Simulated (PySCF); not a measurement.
## Excitation energy of I by level of theory

I [Kr] 4d10 5s2 5p5 (2P) → I [Kr] 4d10 5s1 5p5 6s1 (4P), as a difference of total energies. Computed with PySCF 2.14 in aug-cc-pVDZ-PP with ECP28MDF (5s4p3d, 32 functions), with a scalar-relativistic core potential. Correlated levels: valence: 4s2 4p6 4d10 frozen. The calculations carry no spin-orbit coupling.

```json
{"method": "UHF", "excitation energy (eV)": "18.599"}
{"method": "LDA", "excitation energy (eV)": "18.119"}
{"method": "PBE", "excitation energy (eV)": "17.875"}
{"method": "PBE0", "excitation energy (eV)": "18.273"}
{"method": "r2SCAN", "excitation energy (eV)": "18.265"}
{"method": "B3LYP", "excitation energy (eV)": "18.287"}
{"method": "M06", "excitation energy (eV)": "18.243"}
{"method": "revPBE", "excitation energy (eV)": "17.828"}
{"method": "TPSSh", "excitation energy (eV)": "18.243"}
{"method": "MP2 (valence)", "excitation energy (eV)": "17.087"}
{"method": "SCS-MP2 (valence)", "excitation energy (eV)": "16.874"}
```

Task: How much does correlation contribute at MP2 (valence)?

Result: 17.087 − (18.599) = -1.512 eV, measured against UHF.

The upper state lies above the first ionisation limit, where it may autoionise and the basis confines it. A Rydberg-like electron needs more diffuse functions than a valence basis has.

The promoted electron is Rydberg-like, and one or two diffuse shells describe it only roughly, which tends to raise the upper state.
